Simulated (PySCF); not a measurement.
GeH2Me(NHtBu), C5H15GeN.
Bonds: Ge1–C4, Ge1–N8, N8–C9, C9–C10, C9–C11, C9–C12. Hydrogens: H2, H3 on Ge1; H5, H6, H7 on C4; H13 on N8; H14, H15, H16 on C10; H17, H18, H19 on C11; H20, H21, H22 on C12.

Method: PySCF, PBE0-D3(BJ)/def2-SVP geometry optimisation, gas phase; density fitting, grid level 1; the optimiser is geomeTRIC in internal coordinates, started from a GFN2-xTB structure with every atom displaced at random (about 0.03 Å).

Geometry at step 5:
```
atom  x, y, z in Å
Ge1     0.2804    1.8131    0.5395
H2     -0.2406    1.8629    1.9910
H3      1.8325    1.8247    0.5953
C4     -0.3714    3.3433   -0.4780
H5     -0.1067    4.2838    0.0258
H6     -1.4671    3.2920   -0.5650
H7      0.0631    3.3568   -1.4880
N8     -0.4003    0.3360   -0.3071
C9     -0.0495   -1.0514   -0.0300
C10     0.0670   -1.2490    1.4804
C11    -1.1716   -1.9408   -0.5713
C12     1.2781   -1.4341   -0.7010
H13    -0.6549    0.4891   -1.2782
H14     0.2572   -2.3055    1.7197
H15     0.9010   -0.6625    1.8992
H16    -0.8595   -0.9365    1.9846
H17    -2.1312   -1.6617   -0.1120
H18    -0.9754   -3.0046   -0.3670
H19    -1.2688   -1.8233   -1.6633
H20     2.0925   -0.7878   -0.3389
H21     1.2068   -1.3074   -1.7937
H22     1.5544   -2.4823   -0.4987
```

Task: What forces act on the atoms?

Result: 
```json
{"atom": "Ge1", "Fx (eV/Å)": "0.013", "Fy (eV/Å)": "0.068", "Fz (eV/Å)": "-0.059"}
{"atom": "H2", "Fx (eV/Å)": "-0.001", "Fy (eV/Å)": "-0.005", "Fz (eV/Å)": "0.002"}
{"atom": "H3", "Fx (eV/Å)": "0.000", "Fy (eV/Å)": "0.005", "Fz (eV/Å)": "0.004"}
{"atom": "C4", "Fx (eV/Å)": "-0.030", "Fy (eV/Å)": "-0.023", "Fz (eV/Å)": "0.022"}
{"atom": "H5", "Fx (eV/Å)": "0.013", "Fy (eV/Å)": "0.004", "Fz (eV/Å)": "0.002"}
{"atom": "H6", "Fx (eV/Å)": "0.016", "Fy (eV/Å)": "0.005", "Fz (eV/Å)": "-0.001"}
{"atom": "H7", "Fx (eV/Å)": "0.009", "Fy (eV/Å)": "-0.003", "Fz (eV/Å)": "-0.007"}
{"atom": "N8", "Fx (eV/Å)": "-0.138", "Fy (eV/Å)": "-0.015", "Fz (eV/Å)": "0.105"}
{"atom": "C9", "Fx (eV/Å)": "0.044", "Fy (eV/Å)": "-0.045", "Fz (eV/Å)": "-0.090"}
{"atom": "C10", "Fx (eV/Å)": "-0.011", "Fy (eV/Å)": "0.018", "Fz (eV/Å)": "-0.005"}
{"atom": "C11", "Fx (eV/Å)": "0.010", "Fy (eV/Å)": "0.020", "Fz (eV/Å)": "0.007"}
{"atom": "C12", "Fx (eV/Å)": "-0.014", "Fy (eV/Å)": "-0.031", "Fz (eV/Å)": "-0.006"}
{"atom": "H13", "Fx (eV/Å)": "0.073", "Fy (eV/Å)": "-0.002", "Fz (eV/Å)": "-0.009"}
{"atom": "H14", "Fx (eV/Å)": "0.011", "Fy (eV/Å)": "-0.005", "Fz (eV/Å)": "0.000"}
{"atom": "H15", "Fx (eV/Å)": "0.001", "Fy (eV/Å)": "0.005", "Fz (eV/Å)": "0.009"}
{"atom": "H16", "Fx (eV/Å)": "-0.005", "Fy (eV/Å)": "-0.007", "Fz (eV/Å)": "0.003"}
{"atom": "H17", "Fx (eV/Å)": "-0.007", "Fy (eV/Å)": "-0.007", "Fz (eV/Å)": "0.006"}
{"atom": "H18", "Fx (eV/Å)": "0.006", "Fy (eV/Å)": "-0.008", "Fz (eV/Å)": "-0.004"}
{"atom": "H19", "Fx (eV/Å)": "-0.004", "Fy (eV/Å)": "0.009", "Fz (eV/Å)": "0.005"}
{"atom": "H20", "Fx (eV/Å)": "0.012", "Fy (eV/Å)": "-0.008", "Fz (eV/Å)": "0.001"}
{"atom": "H21", "Fx (eV/Å)": "0.004", "Fy (eV/Å)": "0.002", "Fz (eV/Å)": "0.022"}
{"atom": "H22", "Fx (eV/Å)": "-0.002", "Fy (eV/Å)": "0.022", "Fz (eV/Å)": "-0.005"}
```

The largest, 0.17 eV/Å, acts on N8; the rms over all components is 0.031 eV/Å. The forces sum to zero within rounding, as they must for an isolated molecule in no field.

Task: Give the force on N8 in Eh/bohr and in nN.

Result: 0.174 eV/Å ÷ 51.422 = 0.00338 Eh/bohr, and 0.174 eV/Å × 1.602 = 0.28 nN.

Task: How far is this geometry from the end of the optimisation?

Result: 0.008 eV above it, and 0.056 Å rms away after alignment. The bonds farthest from their final lengths, with half the difference of the two atoms' forces along the bond (positive lengthens):

| bond | now (Å) | final (Å) | force along bond (eV/Å) |
| --- | --- | --- | --- |
| Ge1–N8 | 1.834 | 1.840 | +0.02 |
| N8–C9 | 1.458 | 1.461 | +0.02 |
| N8–H13 | 1.015 | 1.017 | +0.03 |
| Ge1–C4 | 1.950 | 1.948 | -0.05 |

The angle farthest from its final value is Ge1–N8–H13, 114.4° against 112.0°.

The cost below is that of the whole optimisation. Time: 82 s wall, 3.6 min CPU; peak memory 0.91 GiB. Hardware: 2 threads, Intel Xeon 6975P-C (x86_64) (shared host).
